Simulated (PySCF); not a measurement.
Two-component Hartree-Fock for Gd(32+) (gadolinium, charge +32)

Start: [Ar] 3d10 4s2 4p2; 4p1/2 filled at m_j = -1/2, +1/2. Calculated with PySCF 2.14 in an even-tempered Gaussian basis (17 s from 3.1 bohr⁻², ratio 2.8; 13 p from 4.1 bohr⁻², ratio 2.8; 8 d from 7.2 bohr⁻², ratio 2.8; 4 f from 19 bohr⁻², ratio 3): generalised Hartree-Fock with the X2C-1e Hamiltonian and a Gaussian nucleus; one run each with spin-orbit coupling (SO) switched off, then screened by Boettger's factors.

| spinor shell | electrons | ε, spin-free (eV) | ε, screened SO (eV) | weight of nominal j (screened SO) | rms radius, screened SO (bohr) |
| --- | --- | --- | --- | --- | --- |
| 1s1/2 | 2 | -51738.9 | -51726.2 | 1.000 | 0.0249 |
| 2s1/2 | 2 | -9680.0 | -9674.5 | 1.000 | 0.101 |
| 2p1/2 | 2 | -8746.3 | -9237.2 | 1.000 | 0.0862 |
| 2p3/2 | 4 | -8746.3 | -8532.2 | 1.000 | 0.0926 |
| 3s1/2 | 2 | -3086.5 | -3083.4 | 1.000 | 0.257 |
| 3p1/2 | 2 | -2788.8 | -2895.5 | 1.000 | 0.248 |
| 3p3/2 | 4 | -2788.8 | -2739.2 | 1.000 | 0.261 |
| 3d3/2 | 4 | -2406.4 | -2424.2 | 1.000 | 0.232 |
| 3d5/2 | 6 | -2406.4 | -2390.1 | 1.000 | 0.235 |
| 4s1/2 | 2 | -1387.3 | -1386.0 | 1.000 | 0.548 |
| 4p1/2 | 2 | -1290.4 | -1316.3 | 1.000 | 0.545 |

```
   quantity     spin-free   screened SO
E (hartree)  -10705.03076  -10714.21935
        M_J             0             0
       ⟨J²⟩         2.001         0.000
       ⟨L²⟩         2.001         1.357
       ⟨S²⟩         2.000         1.357
```

Breit and QED terms are absent; they matter most for the inner s and p1/2 levels.

Densities and radii are taken from the X2C orbitals without a picture-change correction, which distorts them close to the nucleus.

Without spin-orbit coupling the j labels of p, d and f shells carry no meaning; the spin-free column gives the mean over the occupied spinors of each nl shell.
